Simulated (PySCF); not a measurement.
Two species compared at the same levels of theory.

First species: B(vinyl)3, C6H9B.
Bonds: B1–C2, B1–C7, B1–C12, C2–C3, C7–C8, C12–C13. Hydrogens: H4 on C2; H5, H6 on C3; H9 on C7; H10, H11 on C8; H14 on C12; H15, H16 on C13.

Second species: SiEt3(vinyl), C8H18Si.
SMILES: `CC[Si](C=C)(CC)CC`

Levels: CAM-B3LYP/def2-SVPD for HOMO energy, LUMO energy, HOMO–LUMO gap and static isotropic polarisability; TDDFT CAM-B3LYP/def2-SVPD for lowest singlet excitation; TDA CAM-B3LYP/def2-SVPD for lowest triplet excitation (Tamm–Dancoff). Geometries: PBE0-D3(BJ)/def2-SVP. All species are isolated and taken at one optimised geometry, non-relativistic unless stated; the electronic structure was computed with PySCF and density fitting.

Values for the first species:

```
HOMO energy                              : -8.94 eV
LUMO energy                              : -1.01 eV
HOMO–LUMO gap                            : 7.93 eV
Lowest singlet excitation                : 4.99 eV
Lowest triplet excitation (Tamm–Dancoff) : 3.45 eV
Static isotropic polarisability          : 91.1 au
```

(1) Estimate the same properties for the second species, and the change in each.

Answers

(1) 
| property | first | second | second less first |
| --- | --- | --- | --- |
| HOMO energy | -8.94 eV | -8.74 eV | +0.20 eV |
| LUMO energy | -1.01 eV | 0.91 eV | +1.92 eV |
| HOMO–LUMO gap | 7.93 eV | 9.65 eV | +1.72 eV |
| lowest singlet excitation | 4.99 eV | 6.48 eV | +1.49 eV |
| lowest triplet excitation (Tamm–Dancoff) | 3.45 eV | 4.22 eV | +0.77 eV |
| static isotropic polarisability | 91.1 au | 122.5 au | +31.4 au |

On the first: S1 lies 2.94 eV below the HOMO–LUMO gap; its leading configuration is HOMO−1→LUMO, weight 0.67. No computed singlet falls in the visible range (750 to 380 nm, 1.65 to 3.26 eV); S1 lies 1.73 eV above its blue end.

On the second: The principal polarisabilities are 114.3, 122.5 and 130.6 au; their mean is the isotropic value. No computed singlet falls in the visible range (750 to 380 nm, 1.65 to 3.26 eV); S1 lies 3.22 eV above its blue end.

One conformer stands for the species.
